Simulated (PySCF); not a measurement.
BrH, SMILES Br.

The structure is a stationary point at PBE0-D3(BJ)/def2-TZVPD.

Two levels are set side by side: TDDFT-PBE/def2-TZVPD (PySCF) and TDDFT-PBE0/def2-TZVPD (PySCF). Vertical, same geometry. The lowest singlet is HOMO−1→LUMO 99 % with PBE and HOMO→LUMO 99 % with the other functional; states are paired by order. Differences are taken from unrounded values.

```
quantity                               TDDFT-PBE
-------------------------------------  ---------
lowest singlet excitation (eV)              6.35
lowest triplet excitation (TDA) (eV)        5.82
first bright state (f over 0.05) (eV)       8.38
its oscillator strength                     0.15
```

Task: These are the TDDFT-PBE values. What does TDDFT-PBE0 give? (Estimate from the structure and the level; the computed values follow.)

Result: 
```
quantity                               TDDFT-PBE0  TDDFT-PBE minus TDDFT-PBE0
-------------------------------------  ----------  --------------------------
lowest singlet excitation (eV)               6.68                       -0.33
lowest triplet excitation (TDA) (eV)         6.08                       -0.26
first bright state (f over 0.05) (eV)        8.71                       -0.34
its oscillator strength                      0.07                        0.08
```

A lower first singlet is the usual sign of a functional without exact exchange. Differences between two approximate levels are no errors against the true value.

Rough cost on one machine, each run with all the roots and properties that it gave: TDDFT-PBE0 against TDDFT-PBE about 2 times.
